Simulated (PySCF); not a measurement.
PySCF input for B(CCH)(Cl)2 (C2HBCl2), SMILES C(B(Cl)Cl)#C, TDDFT-B3LYP/def2-SVPD. Geometry: PBE-D3(BJ)/def2-SVP.

```python
import numpy as np
from pyscf import gto, scf, dft, tdscf

mol = gto.M(
    atom='''
    B     0.00000000   -0.00000000    0.01568263
    C     0.00000000   -0.00000001    1.53073645
    C    -0.00000000   -0.00000002    2.76036521
    H    -0.00000000   -0.00000003    3.84295092
    Cl   -0.00000000    1.51855818   -0.87258746
    Cl   -0.00000000   -1.51855817   -0.87258748
    ''',
    basis='def2-SVPD',
    charge=0,
    spin=0,
    symmetry=True,
    max_memory=1600,
    verbose=4,
)
mf = dft.RKS(mol, xc='b3lyp').density_fit(auxbasis='def2-universal-jkfit')
mf.grids.level = 3
mf.conv_tol = 1e-9
mf.max_cycle = 100
mf.kernel()
mf.grids = dft.Grids(mol).set(level=1).build(with_non0tab=True)  # coarser grid for the response kernel
td = tdscf.TDDFT(mf)
td.singlet = True
td.nstates = 10
td.conv_tol = 1e-4
td.kernel(x0=td.get_init_guess(mf, 15))
td.analyze()
tt = tdscf.TDA(mf)
tt.singlet = False
tt.nstates = 4
tt.conv_tol = 1e-4
tt.kernel(x0=tt.get_init_guess(mf, 9))
tt.analyze(verbose=3)
```

Program output:

```
PySCF version 2.14.0

[INPUT] verbose = 4
[INPUT] num. atoms = 6
[INPUT] num. electrons = 52
[INPUT] charge = 0
[INPUT] spin (= nelec alpha-beta = 2S) = 0
[INPUT] symmetry True subgroup None
[INPUT] Mole.unit = angstrom
[INPUT] Symbol           X                Y                Z      unit          X                Y                Z       unit  Magmom
[INPUT]  1 B      0.000000000000   0.000000000000   0.015682630000 AA    0.000000000000   0.000000000000   0.029635875613 Bohr   0.0
[INPUT]  2 C      0.000000000000  -0.000000010000   1.530736450000 AA    0.000000000000  -0.000000018897   2.892672659389 Bohr   0.0
[INPUT]  3 C      0.000000000000  -0.000000020000   2.760365210000 AA    0.000000000000  -0.000000037795   5.216334250678 Bohr   0.0
[INPUT]  4 H      0.000000000000  -0.000000030000   3.842950920000 AA    0.000000000000  -0.000000056692   7.262124748945 Bohr   0.0
[INPUT]  5 Cl     0.000000000000   1.518558180000  -0.872587460000 AA    0.000000000000   2.869659064418  -1.648951319130 Bohr   0.0
[INPUT]  6 Cl     0.000000000000  -1.518558170000  -0.872587480000 AA    0.000000000000  -2.869659045521  -1.648951356924 Bohr   0.0

nuclear repulsion = 207.262368423224
point group symmetry = C2v
symmetry origin: [ 0.00000000e+00 -1.45363543e-09  1.81704429e-09]
symmetry axis x: [1. 0. 0.]
symmetry axis y: [0.00000000e+00 1.00000000e+00 7.73542506e-09]
symmetry axis z: [ 0.00000000e+00 -7.73542506e-09  1.00000000e+00]
num. orbitals of irrep A1 = 53
num. orbitals of irrep A2 = 14
num. orbitals of irrep B1 = 22
num. orbitals of irrep B2 = 33
number of shells = 50
number of NR pGTOs = 190
number of NR cGTOs = 122
basis = def2-SVPD
ecp = {}


[settings echo left out]
init E= -1022.23221141886
HOMO (B2) = -0.332372833089169  LUMO (B1) = -0.129954306227195  gap/eV = 5.50809
cycle= 1 E= -1021.73703322854  delta_E= 0.495  |g|= 0.347  |ddm|= 6.59
HOMO (B2) = -0.271530320864689  LUMO (B1) = -0.101091535781781  gap/eV = 4.63788
cycle= 2 E= -1021.72204692193  delta_E= 0.015  |g|= 0.426  |ddm|= 1.43
HOMO (B2) = -0.302329949006361  LUMO (B1) = -0.0946018600825327  gap/eV = 5.65257
cycle= 3 E= -1021.77031503911  delta_E= -0.0483  |g|= 0.0676  |ddm|= 0.721
HOMO (B2) = -0.308664502723665  LUMO (B1) = -0.0982012737151474  gap/eV = 5.72700
cycle= 4 E= -1021.77096372756  delta_E= -0.000649  |g|= 0.0455  |ddm|= 0.11
HOMO (B2) = -0.308390773266673  LUMO (B1) = -0.0999091049059397  gap/eV = 5.67308
cycle= 5 E= -1021.77147480173  delta_E= -0.000511  |g|= 0.0139  |ddm|= 0.0519
HOMO (B2) = -0.307050218782939  LUMO (B1) = -0.0983626121158014  gap/eV = 5.67868
cycle= 6 E= -1021.77153078814  delta_E= -5.6e-05  |g|= 0.00197  |ddm|= 0.0179
HOMO (B2) = -0.307281388701157  LUMO (B1) = -0.0984313234325009  gap/eV = 5.68310
cycle= 7 E= -1021.77153203137  delta_E= -1.24e-06  |g|= 0.000398  |ddm|= 0.00417
HOMO (B2) = -0.307277496663099  LUMO (B1) = -0.0984362167282038  gap/eV = 5.68286
cycle= 8 E= -1021.77153207306  delta_E= -4.17e-08  |g|= 6.1e-05  |ddm|= 0.000954
HOMO (B2) = -0.307277191756606  LUMO (B1) = -0.0984361685002106  gap/eV = 5.68285
cycle= 9 E= -1021.77153207425  delta_E= -1.19e-09  |g|= 1.45e-05  |ddm|= 0.000149
HOMO (B2) = -0.307276325153415  LUMO (B1) = -0.0984350860136316  gap/eV = 5.68286
cycle= 10 E= -1021.77153207433  delta_E= -7.78e-11  |g|= 2.95e-06  |ddm|= 3.6e-05
HOMO (B2) = -0.307276849770191  LUMO (B1) = -0.0984353308989205  gap/eV = 5.68287
Extra cycle  E= -1021.77153207433  delta_E= -5e-12  |g|= 2.35e-06  |ddm|= 1.16e-05
converged SCF energy = -1021.77153207433
tot grids = 30648


******** <class 'pyscf.tdscf.rks.TDDFT'> for <class 'pyscf.df.df_jk.DFSymAdaptedRKS'> ********
nstates = 10 singlet
deg_eia_thresh = 1.000e-03
wfnsym = None
conv_tol = 0.0001
eigh lindep = 1e-12
eigh level_shift = 0
eigh max_cycle = 100


Excitation energies (eV)
[4.28770748 5.25140099 5.27503443 5.58441389 6.07517235 6.54385904
 7.36342884 7.53476571 7.5404301  7.89175823]

** Singlet excitation energies and oscillator strengths **
Excited State   1:   A2      4.28771 eV    289.16 nm  f=0.0000
      26 -> 27       -0.69891
Excited State   2:   A2      5.25140 eV    236.10 nm  f=0.0000
      24 -> 27        0.69923
Excited State   3:   A1      5.27503 eV    235.04 nm  f=0.0996
      25 -> 27       -0.63817
      26 -> 28        0.28996
Excited State   4:   B1      5.58441 eV    222.02 nm  f=0.0002
      22 -> 27       -0.70541
Excited State   5:   B2      6.07517 eV    204.08 nm  f=0.1008
      23 -> 27       -0.69445
Excited State   6:   A2      6.54386 eV    189.47 nm  f=0.0000
      25 -> 28       -0.69915
Excited State   7:   A1      7.36343 eV    168.38 nm  f=0.1367
      21 -> 27        0.64605
      24 -> 28       -0.13412
      25 -> 27       -0.10704
      26 -> 28       -0.18502
Excited State   8:   A1      7.53477 eV    164.55 nm  f=0.2533
      24 -> 28       -0.45875
      25 -> 27        0.16695
      25 -> 32       -0.12832
      26 -> 28        0.48207
Excited State   9:   B2      7.54043 eV    164.43 nm  f=0.0056
      26 -> 29       -0.69784
Excited State  10:   B1      7.89176 eV    157.11 nm  f=0.0045
      23 -> 28       -0.15941
      25 -> 29       -0.68223

** Transition electric dipole moments (AU) **
state          X           Y           Z        Dip. S.      Osc.
  1         0.0000      0.0000      0.0000      0.0000      0.0000
  2        -0.0000      0.0000     -0.0000      0.0000      0.0000
  3         0.0000      0.0000     -0.8781      0.7710      0.0996
  4         0.0345     -0.0000      0.0000      0.0012      0.0002
  5        -0.0000     -0.8230     -0.0000      0.6774      0.1008
  6        -0.0000      0.0000      0.0000      0.0000      0.0000
  7         0.0000      0.0000     -0.8704      0.7575      0.1367
  8         0.0000     -0.0000      1.1715      1.3723      0.2533
  9        -0.0000     -0.1743     -0.0000      0.0304      0.0056
 10        -0.1534      0.0000     -0.0000      0.0235      0.0045

** Transition velocity dipole moments (imaginary part, AU) **
state          X           Y           Z        Dip. S.      Osc.
  1         0.0000     -0.0000      0.0000      0.0000      0.0000
  2         0.0000      0.0000      0.0000      0.0000      0.0000
  3        -0.0000     -0.0000     -0.1697      0.0288      0.0991
  4         0.0083     -0.0000     -0.0000      0.0001      0.0002
  5         0.0000     -0.1841     -0.0000      0.0339      0.1012
  6         0.0000      0.0000      0.0000      0.0000      0.0000
  7        -0.0000     -0.0000     -0.2349      0.0552      0.1359
  8         0.0000      0.0000      0.3247      0.1054      0.2538
  9        -0.0000     -0.0600     -0.0000      0.0036      0.0087
 10        -0.0569      0.0000     -0.0000      0.0032      0.0074

** Transition magnetic dipole moments (imaginary part, AU) **
state          X           Y           Z
  1         0.0000     -0.0000     -0.3342
  2        -0.0000      0.0000      0.5839
  3         0.0000      0.0000     -0.0000
  4         0.0000      0.7353     -0.0000
  5        -0.1052     -0.0000     -0.0000
  6        -0.0000     -0.0000     -0.0755
  7         0.0000      0.0000     -0.0000
  8        -0.0000     -0.0000      0.0000
  9        -0.9486      0.0000     -0.0000
 10         0.0000      0.9279      0.0000


******** <class 'pyscf.tdscf.rks.TDA'> for <class 'pyscf.df.df_jk.DFSymAdaptedRKS'> ********
nstates = 4 triplet
deg_eia_thresh = 1.000e-03
wfnsym = None
conv_tol = 0.0001
eigh lindep = 1e-12
eigh level_shift = 0
eigh max_cycle = 100


Excitation energies (eV)
[3.96329234 4.0015742  5.09402521 5.21167513]

** Triplet excitation energies and oscillator strengths **
Excited State   1:   A1      3.96329 eV    312.83 nm  f=0.0000
Excited State   2:   A2      4.00157 eV    309.84 nm  f=0.0000
Excited State   3:   A2      5.09403 eV    243.39 nm  f=0.0000
Excited State   4:   A1      5.21168 eV    237.90 nm  f=0.0000
```

Self-consistency was reached.
